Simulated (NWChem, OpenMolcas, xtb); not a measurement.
**From F to I: the dipole moment**

One atom is swapped for its congeners: CsF; CsCl; CsBr; CsI. All are singlets with charge 0.

Shapes, held fixed at every level: measured bond length. Programs: NWChem 7.3.0, OpenMolcas 26.06, xtb 6.7.1. A level may come from different programs for different species; with the same settings they agree closely. Values in D.

(1) How should the dipole moment change along the series?

Answers

(1) At PBE0/def2-SVP the dipole moment rises at every step, from 7.40 to 11.49 D. Every level shows the same order. For atoms past krypton def2 sets carry core potentials with scalar relativity. All-electron rows are non-relativistic unless named. Relativity is left out for Br unless named. GFN2-xTB strays far from the other rows.

```csv
level,CsF,CsCl,CsBr,CsI
GFN2-xTB,8.76,8.94,9.83,10.83
HF/def2-SVP,8.19,10.54,11.29,12.33
HF/3-21G,10.40,13.37,13.84,15.05
PBE0/def2-SVP,7.40,9.78,10.52,11.49
```
